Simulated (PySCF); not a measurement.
## Basis and Hamiltonian dependence of the electron affinity of Ni

Ni⁻ [Ar] 3d9 4s2 (2D) → Ni [Ar] 3d8 4s2 (3F). All values are computed (PySCF 2.14, energy differences of UHF-based or UKS calculations, no spin-orbit coupling). Values in eV.

```csv
basis,Hamiltonian,functions,UHF,r2SCAN,PBE0,MP2 (valence),CCSD(T) (valence)
aug-cc-pVDZ,non-relativistic,59,-1.401,1.260,1.271,1.448,1.003
aug-cc-pVDZ-DK,spin-free X2C,59,-1.749,0.982,0.976,1.169,0.730
ANO-RCC-VTZP,spin-free X2C,59,-1.824,0.801,0.960,1.207,0.692
def2-TZVPPD,non-relativistic,67,-1.892,1.095,1.095,1.261,0.757
"x2c-TZVPPall with one added diffuse shell each of s, p, d, f type",spin-free X2C,80,-1.799,1.027,1.036,1.261,0.840
aug-cc-pVTZ-DK,spin-free X2C,93,-1.795,1.022,1.035,1.266,n/a
def2-QZVPPD,non-relativistic,100,-1.619,1.240,1.262,1.550,1.086
dyall-av2z,non-relativistic,101,-1.438,1.295,1.334,1.402,1.023
"aug-cc-pVTZ with one added diffuse shell each of s, p, d, f, g type",non-relativistic,118,-1.423,1.309,1.338,1.415,n/a
aug-cc-pwCVTZ,non-relativistic,127,-1.454,1.300,1.335,1.570,n/a
aug-cc-pwCVTZ-DK,spin-free X2C,127,-1.800,1.019,1.038,1.292,n/a
"x2c-QZVPPall with one added diffuse shell each of s, p, d, f, g type",spin-free X2C,133,-1.799,1.024,1.042,1.317,n/a
```

Question: Estimate the row for aug-cc-pVTZ (non-relativistic, 93 functions).

Answer: From the rows with the same Hamiltonian and similar size; the calculation gives UHF -1.45; r2SCAN 1.30; PBE0 1.33; MP2 (valence) 1.54 (eV).

Frozen in the all-electron rows: valence: [Ar].

At UHF, def2-TZVPPD lies more than 0.3 eV from the median of the rows with comparable relativity.

Non-relativistic rows lack the scalar-relativistic shift.

In most of these bases the highest occupied level of the anion is positive at r2SCAN, PBE0, so the basis helps to hold the electron.

Between the lowest levels the reference is 1.157 eV (measured; photodetachment measurements, as compiled on the Wikipedia data page of electron affinities); it includes spin-orbit coupling, which these numbers lack.
